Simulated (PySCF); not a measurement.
Simulation results for B₂FH₂O

Calculation on a computer-drawn molecule: the log of a Hartree-Fock and frozen-core CCSD(T) single point meant for a local Hartree-Fock minimum, with one planted fault or none, to be diagnosed. Offsets are logged minus clean, where the clean run is the same molecule without the fault. The reference is restricted for singlets and unrestricted otherwise, and also for a bond in bohr or an excited solution. Adding or removing an electron swaps singlet and doublet. The excited solution moves the top pair (singlet) or top alpha electron (doublet) to the lowest empty orbital. Highest occupied and lowest empty are orbital energies over both spins, largest force is the largest gradient component, triples share is (T) over the correlation energy, the T1 limit is 0.02 restricted and 0.045 unrestricted, electrons count all cores, a negative frequency is imaginary (commonest isotopes), and the dipole is about the centre of nuclear charge. Program: PySCF 2.14.0.

## B₂FH₂O

Logged structure:
```xyz
6
B2FH2O
B     -0.1146    -0.5722    -0.7309
O      0.1810     0.3811    -0.0320
B      0.4733     1.5710     0.7675
F     -0.2794     2.5683     0.4830
H     -0.3916    -1.4926    -1.3977
H      1.3378     1.4906     1.5596
```

```
meant charge                         : 1
meant multiplicity                   : 1
meant basis                          : cc-pVDZ
logged electrons                     : 28
logged basis functions               : 66
logged SCF converged                 : yes
logged spin squared                  : 0
logged highest occupied              : -21.013 eV
logged lowest empty                  : -3.8742 eV
logged largest force                 : 1.436e-05 hartree/bohr
logged lowest frequency              : 92.919 cm⁻¹
logged T1 diagnostic                 : 0.017622
logged D1 diagnostic                 : 0.045601
logged triples share                 : 0.023605
logged CC converged                  : yes
logged dipole magnitude              : 6.2486 debye
logged SCF stable within its kind    : yes
logged energy HF                     : -224.6898 hartree
logged energy CCSD(T)                : -225.22601 hartree
possible faults                      : no fault, one electron removed, one electron added, multiplicity raised by two, geometry at a saddle point, SCF held on an excited solution, minimal basis STO-3G, one bond length entered in bohr, all coordinates scaled
planted fault                        : no fault
HF energy offset from clean run      : 0 kcal/mol
CCSD(T) energy offset from clean run : 0 kcal/mol
```

Drawn bonds:
```csv
atom,other atom,order
1,2,1
2,3,1
3,4,1
1,5,1
3,6,1
```
